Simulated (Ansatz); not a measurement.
Program: Ansatz. Geometries: PBE0-D4/def2-TZVP. ΔE: electronic, gas phase. CCSD(T)/CBS is the MP2 limit (def2-TZVPP, def2-QZVPP) plus CCSD(T) − MP2 in def2-TZVPP, frozen cores. Functionals use def2-TZVPP. Elements past krypton have def2 core potentials. For Br, Sn outer-core shells are correlated without core-valence functions, which leaves a few kJ/mol of doubt a bond. Scalar relativity is left out up to krypton. Each species was taken in one conformer, which may not be the lowest.

`C[O][Sn][Br]` + `C[SiH2]N` → `[NH2][Sn][Br]` + `CO[SiH2]C`  (redistribution)

```tsv
level	ΔE (kcal/mol)
PBE0-D4	-3.9
CAM-B3LYP-D4	-4.3
PBE-QIDH	-4.7
CCSD(T)/def2-SVP	-3.8
```

What does CCSD(T)/CBS give? (Best estimate.)

The calculation gave: -3.9 kcal/mol. The listed levels differ from it by 0.0, -0.4, -0.8, 0.1 kcal/mol.

Largest T1 diagnostic among the species: 0.015.

From BLYP to BHLYP (50 % exact exchange), in def2-TZVPP and without D4, ΔE moves by −2.3 kcal/mol. In def2-TZVPP, CCSD(T) changes the Hartree–Fock value by +1.8 kcal/mol (the triples alone add +0.4 kcal/mol) and MP2 by +2.1 kcal/mol.
